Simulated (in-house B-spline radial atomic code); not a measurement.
Spin-orbit splittings of orbital energies (j = l + 1/2 less j = l - 1/2) and ratios of mean radii (lower j over upper j) along the 6-electron series, configuration [He] 2s2 2p2. Computed with a B-spline radial code for spherical atoms: Dirac-Hartree-Fock, average of the configuration, finite nuclei.

```
  ion   Z  splitting of 2p (eV)  radius ratio of 2p
 Al7+  13               0.61994             0.99739
 Si8+  14               0.88645             0.99694
  P9+  15                     ?                   ?
 S10+  16                     ?                   ?
Cl11+  17                2.2084             0.99537
Ar12+  18                2.8733             0.99477
 K13+  19                3.6784             0.99414
```

(1) Fill in the row of P9+.

(2) Fill in the row of S10+.

(3) With what power of Z does the column «splitting of 2p (eV)» change over this range?

## Answers

(1) splitting of 2p (eV): 1.2306; radius ratio of 2p: 0.99646.

(2) splitting of 2p (eV): 1.6662; radius ratio of 2p: 0.99593.

(3) A fit of the logarithm of its size against log Z from Z = 13 to 19 has slope 4.69. An unscreened hydrogenic electron would give 4 at low Z; screening makes the apparent power larger near the neutral end, and relativity raises it again at high Z.
